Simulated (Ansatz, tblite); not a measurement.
Isomers of Li4H5⁻ (singlet), found by a short tight-binding search and relaxed with PBE0-D4/def2-TZVPD in Ansatz.

The xTB rows come from tblite. Correlated methods freeze no core orbitals; core or outer-core shells of Li are correlated, in sets that lack core-valence functions.

Other spin states weren't relaxed.

A:

```csv
atom,x (Å),y (Å),z (Å)
Li1,-0.6677,-0.7406,1.4580
Li2,-1.3385,-0.6577,-0.9443
Li3,1.2601,0.7682,0.9682
Li4,0.5927,0.8448,-1.4337
H5,-0.4424,0.6145,0.1427
H6,-0.5225,-0.1345,-2.4591
H7,-1.7906,-1.7131,0.4416
H8,0.8184,-0.2801,2.3628
H9,2.0905,1.2983,-0.5363
```

B:

```xyz
9

Li    1.4463    0.0192    0.9081
Li   -1.4744    0.0931   -0.8602
Li    3.5199   -0.1656    2.0846
Li   -3.4775   -0.0058   -2.1579
H     3.3479    0.5356    0.5638
H    -2.2947   -1.2041   -2.1405
H     2.0399   -0.7133    2.6712
H    -0.0412    0.1672    0.0732
H    -3.0661    1.2738   -1.1424
```

Estimate which lies lowest at each level, and how far above it the others are (kcal/mol).


```json
{"level": "GFN1-xTB", "A": "0.0", "B": "15.1"}
{"level": "GFN2-xTB", "A": "4.2", "B": "0.0"}
{"level": "HF/def2-TZVPPD", "A": "0.0", "B": "24.0"}
{"level": "PBE-D4/def2-TZVPD", "A": "0.0", "B": "27.8"}
{"level": "r2SCAN-D4/def2-TZVPD", "A": "0.0", "B": "28.0"}
{"level": "PBE0-D4/def2-TZVPD", "A": "0.0", "B": "28.1"}
{"level": "r2SCAN0-D4/def2-TZVPD", "A": "0.0", "B": "28.2"}
{"level": "ωB97X-V/def2-TZVPD", "A": "0.0", "B": "27.4"}
{"level": "MP2/def2-TZVPPD", "A": "0.0", "B": "27.1"}
{"level": "CCSD/def2-TZVPPD", "A": "0.0", "B": "26.6"}
{"level": "CCSD(T)/def2-TZVPPD", "A": "0.0", "B": "27.0"}
```
Point groups (tolerance 0.1 Å): A C4v, B Cs. Lower isomers may exist.
